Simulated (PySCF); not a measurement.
# Electrostatic potential from atomic charges

Species: `C=C(F)/C(F)=C\OC`. Coordinates (GFN2-xTB, Å) and charges (e) from the PBE0/pcSseg-1 density (PySCF):

```json
{"atom": "C1", "x": "-3.019", "y": "-0.230", "z": "-0.126", "Mulliken": "-0.1947", "IAO": "-0.3833", "Hirshfeld": "-0.1370", "ESP-fitted": "-0.6769"}
{"atom": "C2", "x": "-1.697", "y": "-0.339", "z": "-0.206", "Mulliken": "+0.1876", "IAO": "+0.2755", "Hirshfeld": "+0.0696", "ESP-fitted": "+0.4593"}
{"atom": "F3", "x": "-1.147", "y": "-1.377", "z": "-0.868", "Mulliken": "-0.2682", "IAO": "-0.2642", "Hirshfeld": "-0.0782", "ESP-fitted": "-0.2109"}
{"atom": "C4", "x": "-0.729", "y": "0.576", "z": "0.366", "Mulliken": "+0.1622", "IAO": "+0.1973", "Hirshfeld": "+0.0354", "ESP-fitted": "-0.1180"}
{"atom": "F5", "x": "-1.281", "y": "1.626", "z": "1.031", "Mulliken": "-0.2902", "IAO": "-0.2785", "Hirshfeld": "-0.0813", "ESP-fitted": "-0.1411"}
{"atom": "C6", "x": "0.611", "y": "0.529", "z": "0.329", "Mulliken": "+0.1418", "IAO": "+0.0185", "Hirshfeld": "+0.0087", "ESP-fitted": "+0.0614"}
{"atom": "O7", "x": "1.302", "y": "-0.443", "z": "-0.287", "Mulliken": "-0.4421", "IAO": "-0.3056", "Hirshfeld": "-0.1024", "ESP-fitted": "-0.1658"}
{"atom": "C8", "x": "2.706", "y": "-0.332", "z": "-0.229", "Mulliken": "-0.0349", "IAO": "-0.2056", "Hirshfeld": "-0.0263", "ESP-fitted": "-0.2420"}
{"atom": "H9", "x": "-3.661", "y": "-0.960", "z": "-0.583", "Mulliken": "+0.1308", "IAO": "+0.1725", "Hirshfeld": "+0.0530", "ESP-fitted": "+0.2480"}
{"atom": "H10", "x": "-3.467", "y": "0.592", "z": "0.398", "Mulliken": "+0.1387", "IAO": "+0.1758", "Hirshfeld": "+0.0484", "ESP-fitted": "+0.2530"}
{"atom": "H11", "x": "1.168", "y": "1.318", "z": "0.824", "Mulliken": "+0.1153", "IAO": "+0.1526", "Hirshfeld": "+0.0544", "ESP-fitted": "+0.1413"}
{"atom": "H12", "x": "3.098", "y": "-1.195", "z": "-0.762", "Mulliken": "+0.1360", "IAO": "+0.1713", "Hirshfeld": "+0.0614", "ESP-fitted": "+0.1512"}
{"atom": "H13", "x": "3.063", "y": "-0.350", "z": "0.806", "Mulliken": "+0.1087", "IAO": "+0.1367", "Hirshfeld": "+0.0471", "ESP-fitted": "+0.1202"}
{"atom": "H14", "x": "3.052", "y": "0.586", "z": "-0.714", "Mulliken": "+0.1090", "IAO": "+0.1370", "Hirshfeld": "+0.0471", "ESP-fitted": "+0.1202"}
```

Points outside the species (Å): A (1.9, 4.8, 0.4); B (-6.2, -4.9, 5.3); C (2.9, 2.8, -4.2); D (-7.4, -1.9, 0.8).

Problem. Find the potential V = 14.3996 V·Å × Σ q/r of each set of charges at these points.

Solution. In volts:

| point | nearest atom | distance (Å) | Mulliken | IAO | Hirshfeld | ESP-fitted |
| --- | --- | --- | --- | --- | --- | --- |
| A | H11 | 3.58 | +0.142 | +0.156 | +0.078 | +0.134 |
| B | H9 | 7.52 | -0.040 | -0.049 | -0.042 | -0.052 |
| C | H14 | 4.13 | +0.077 | +0.089 | +0.071 | +0.079 |
| D | H9 | 4.10 | +0.029 | -0.012 | -0.070 | -0.031 |

Problem. How far are the other sets from the ESP-fitted one at these points?

Solution. Root-mean-square difference: IAO 0.016 V, Mulliken 0.031 V, Hirshfeld 0.035 V. The ESP scheme fits charges at the nuclei, held to the total charge, to the electrostatic potential on points at 1.4 to 2.0 times the van der Waals radii.

Problem. What energy would a point charge of -2 e have at A in the field of the ESP charges, leaving out polarisation?

Solution. -0.268 eV = -25.8 kJ/mol, an attraction.

The structure is a single GFN2-xTB conformer in the gas phase; no vibrational or solvent corrections.

Shape of the structure used: `[CH2:1]=[C:2]([F:3])/[C:4]([F:5])=[CH:6]\[O:7][CH3:8]`: C1–C2–C4–F5 0°, C4–C6–O7–C8 180°.
